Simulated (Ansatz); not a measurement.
Consider the cleavage of the Si–Si bond: `F[SiH]([SiH3])[SiH2]Cl` + `O[SiH2]S` → `O[SiH2]S[SiH2]Cl` + `F[SiH2][SiH3]`.

Calculated with Ansatz (gas phase, PBE0-D4/def2-TZVP geometries, no zero-point term in ΔE). CBS: MP2 limit from def2 TZ/QZ plus the TZ coupled-cluster correction, frozen cores. Functionals use def2-TZVPP. B3LYP here is the variant with VWN-RPA as its local correlation; programs differ in this. One conformer a species, not always the lowest.

`F[SiH]([SiH3])[SiH2]Cl`:

Z-matrix (Å, degrees):
```
Si
Si 1 2.345
Si 1 2.346 2 110.5
F 1 1.613 2 110.0 3 -121.3
H 1 1.489 2 110.4 3 120.0
H 2 1.487 1 110.2 3 174.4
H 2 1.487 1 110.0 3 53.8
H 2 1.486 1 108.6 3 -65.8
Cl 3 2.067 1 104.2 2 55.2
H 3 1.484 1 112.6 2 -61.6
H 3 1.484 1 114.2 2 173.0
```

`O[SiH2]S`:

```xyz
7

O     0.567   -0.916    1.048
Si   -0.084    0.413    0.337
S    -0.718    0.078   -1.672
H     0.058   -1.727    1.010
H    -1.328    0.868    1.007
H     0.984    1.433    0.409
H     0.521   -0.149   -2.140
```

`O[SiH2]S[SiH2]Cl`:

Z-matrix (Å, degrees):
```
Si
S 1 2.145
O 1 1.638 2 112.0
H 1 1.483 2 103.8 3 122.9
H 1 1.478 2 111.1 3 -117.2
Si 2 2.121 1 97.5 3 47.5
H 3 0.959 1 118.5 2 44.2
Cl 6 2.059 2 111.6 1 -83.8
H 6 1.479 2 110.9 1 35.8
H 6 1.477 2 107.5 1 158.9
```

`F[SiH2][SiH3]`:

```xyz
8

F    -0.591    0.363   -2.159
Si   -0.130   -0.616   -0.972
Si    0.141    0.607    1.008
H    -1.174   -1.664   -0.820
H     1.143   -1.261   -1.386
H     1.186    1.651    0.842
H     0.562   -0.334    2.081
H    -1.137    1.254    1.406
```

**Question.** Is it downhill or uphill in electronic energy at CCSD(T)/CBS, and by how much? (Estimate.)

**Answer.** Ansatz gave: Downhill: ΔE = -73.3 kJ/mol.

**Question.** What do these levels give: ωB97X-V, r2SCAN, B3LYP, MP2/def2-TZVPP, CCSD(T)/def2-TZVPP, MP2/def2-QZVPP? (Estimate.)

**Answer.** The calculation gave: ωB97X-V -70.0, r2SCAN -70.3, B3LYP -64.7, MP2/def2-TZVPP -82.4, CCSD(T)/def2-TZVPP -71.4, MP2/def2-QZVPP -83.6 kJ/mol.

Largest T1 diagnostic among the species: 0.012.

The D4 term adds −4.3 kJ/mol with B3LYP and −2.0 kJ/mol with PBE0; it sums over pairs of atoms, weighted by their polarisabilities, and B3LYP, whose exchange is more repulsive, gets the larger term. From PBE to PBE0 (25 % exact exchange), in def2-TZVPP and without D4, ΔE moves by −5.1 kJ/mol.
